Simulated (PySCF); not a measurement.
From one molecule to another.

First species: C₆H₄ClN₃.
SMILES with atom numbers: `[Cl:1][c:2]1[cH:3][cH:4][c:5]2[cH:6][n:7][n:8][n:9]2[cH:10]1` (hydrogens: H11 on C3; H12 on C4; H13 on C6; H14 on C10)

Second species: C2H4F3P3.
SMILES: `P(/CP)=P/C(F)(F)F`

Levels: CAM-B3LYP/def2-SVPD for dipole moment, HOMO energy, LUMO energy, HOMO–LUMO gap, static isotropic polarisability and electronic spatial extent ⟨r²⟩ about the centre of nuclear charge; TDDFT CAM-B3LYP/def2-SVPD for lowest singlet excitation; TDA CAM-B3LYP/def2-SVPD for lowest triplet excitation (Tamm–Dancoff); GFN2-xTB for rotational constant A and rotational constant C. Geometries: GFN2-xTB. Each species is one conformer at its optimised geometry, gas phase, non-relativistic unless stated. Electronic properties by PySCF.

Dipoles, sizes and rotational constants follow the conformer. The torsions of the flexible species, by atom-mapped SMILES:
- `[F:1][C:2]([F:3])([F:4])/[P:5]=[P:6]\[CH2:7][PH2:8]`: F1–C2–P5–P6 -63°, P5–P6–C7–P8 -105°, H–P8–C7–P6 83°, H–P8–C7–P6 176°

Values for the first species:

```
Dipole moment                                                     : 4.08 D
HOMO energy                                                       : -7.99 eV
LUMO energy                                                       : -0.77 eV
HOMO–LUMO gap                                                     : 7.22 eV
Lowest singlet excitation                                         : 4.35 eV
Lowest triplet excitation (Tamm–Dancoff)                          : 3.03 eV
Static isotropic polarisability                                   : 102.9 au
Electronic spatial extent ⟨r²⟩ about the centre of nuclear charge : 1650 bohr²
Rotational constant A                                             : 3.502 GHz
Rotational constant C                                             : 0.619 GHz
```

Estimate the same properties for the second species, and the change in each.

| property | first | second | second less first |
| --- | --- | --- | --- |
| dipole moment | 4.08 D | 1.77 D | -2.31 D |
| HOMO energy | -7.99 eV | -9.02 eV | -1.03 eV |
| LUMO energy | -0.77 eV | -2.18 eV | -1.41 eV |
| HOMO–LUMO gap | 7.22 eV | 6.84 eV | -0.38 eV |
| lowest singlet excitation | 4.35 eV | 3.56 eV | -0.79 eV |
| lowest triplet excitation (Tamm–Dancoff) | 3.03 eV | 2.03 eV | -1.00 eV |
| static isotropic polarisability | 102.9 au | 105.1 au | +2.2 au |
| electronic spatial extent ⟨r²⟩ about the centre of nuclear charge | 1650 bohr² | 1662 bohr² | +12 bohr² |
| rotational constant A | 3.502 GHz | 1.797 GHz | -1.705 GHz |
| rotational constant C | 0.619 GHz | 0.654 GHz | +0.035 GHz |

On the first: The dipole equals about 13.6 × 10⁻³⁰ C·m (1 D = 3.33564 × 10⁻³⁰ C·m). In wavenumbers S1 is 35100 cm⁻¹ (1 eV = 8065.54 cm⁻¹).

On the second: No computed singlet falls in the visible range (750 to 380 nm, 1.65 to 3.26 eV); S1 lies 0.30 eV above its blue end. The dipole equals about 5.9 × 10⁻³⁰ C·m (1 D = 3.33564 × 10⁻³⁰ C·m).
